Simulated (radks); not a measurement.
The cobalt ion Co2+, 25 electrons, occupied as [Ar] 3d7.

All-electron calculation, scalar-relativistic Kohn-Sham, BLYP, spin-polarised, spherical densities, finite nucleus; open shells are filled with parallel spins first; Fermi nuclear charge, rms radius 3.7875 fm. Program: a radial shooting solver on a logarithmic mesh with Libxc functionals.

Energy parts (hartree):
part                       energy
total                 -1392.60322
kinetic                1410.67235
electron-nucleus      -3318.40689
Hartree                 574.46857
exchange-correlation    -59.33724

Orbitals (lengths in bohr, moments of r in powers of bohr; r(90%) holds 90 % of the orbital's charge):
orbital	occ.	eigenvalue (hartree)	r(90%)	<1/r>	<r^4>
1s up	1	-279.8278	0.100	27.03	0.00004637
1s down	1	-279.8280	0.100	27.03	0.00004637
2s up	1	-33.75071	0.396	5.810	0.01038
2s down	1	-33.69450	0.396	5.816	0.01033
2p up	3	-29.01117	0.369	5.704	0.007864
2p down	3	-28.96851	0.368	5.710	0.007813
3s up	1	-4.50763	1.16	1.835	0.7760
3s down	1	-4.38449	1.16	1.828	0.7893
3p up	3	-3.15898	1.26	1.691	1.079
3p down	3	-3.03904	1.27	1.682	1.113
3d up	5	-1.03924	1.74	1.322	4.417
3d down	2	-0.93159	1.83	1.290	5.497

The highest occupied level is 3d down at -25.350 eV. Summed over all electrons, <r^2> = 16.17 bohr^2, which gives a Langevin (diamagnetic) susceptibility term of -12.8 x 10^-6 cm^3/mol. The electron density at the nucleus is 1.737e+04 e/bohr^3 (large components only). For comparison, the ionisation energy in NIST's Atomic Spectra Database is 33.5 eV (semi-empirical). In exact Kohn-Sham theory the highest level is minus the ionisation energy, but local and semilocal functionals leave it too shallow, through self-interaction and a potential that decays too fast; potentials with the right tail come closer. The spin density at the nucleus is -0.765 e/bohr^3 (1s -0.030, 2s -1.676, 3s 0.942). The density falls to 0.001 e/bohr^3 at r = 3.02 bohr.
